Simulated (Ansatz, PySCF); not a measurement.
Gas-phase reaction in SMILES: O=[C-]O -> O=C[O-]
Each molecule is optimised on its own at B3LYP-D3(BJ)/def2-TZVP (Ansatz, a program for electronic structure), one conformer each, not searched for the lowest.

Quantity: isomerisation energy (electronic energy difference), in eV. Cores are frozen in the correlated levels unless marked. Spin-orbit coupling is left out. No relativistic terms. Anions need diffuse functions: aug- sets have them; def2-D sets add few; the other sets have none. Basis-set limits of correlation are two-point, X^-3; Hartree-Fock from the larger set. [CCSD(T)-MP2]/basis is that difference in the basis named.

```tsv
level	program	isomerisation energy (eV)
HF/aug-cc-pVDZ	Ansatz	-1.62
BP86/def2-TZVPD	PySCF	-1.57
```

What does RI-MP2/CBS(aug-cc-pVTZ,aug-cc-pVQZ)+[CCSD(T)-MP2]/aug-cc-pVTZ (Ansatz) give?

-1.51 eV, so BP86/def2-TZVPD differs from it by -0.06 eV.
